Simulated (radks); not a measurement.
Os60+, 16 electrons, occupied as [Ne] 3s2 3p4. Method: scalar-relativistic Kohn-Sham, BLYP, spin-polarised, spherical densities, point nucleus; open shells are filled with parallel spins first (spin-orbit coupling, left out, can overturn this in heavy ions); computed with a radial shooting solver on a logarithmic mesh with Libxc functionals.

Unscreened Slater integrals over Kohn-Sham orbitals (cm^-1). They are taken over the spin-up orbitals.

F0(3p,3p): 1113100
F2(3p,3p): 555770
F0(3p,3s): 1102300
G1(3p,3s): 713820
F0(3p,2p): 1472500
F2(3p,2p): 382220
G0(3p,2p): 153490
G2(3p,2p): 170140
F0(3s,3s): 1094700
F0(3s,2p): 1430700
G1(3s,2p): 151100
F0(2p,2p): 3009700
F2(2p,2p): 1423300

Derived for the open shells (J is the average intra-shell exchange parameter used in DFT+U). 3p: J = F2/5 = 111200 cm^-1.
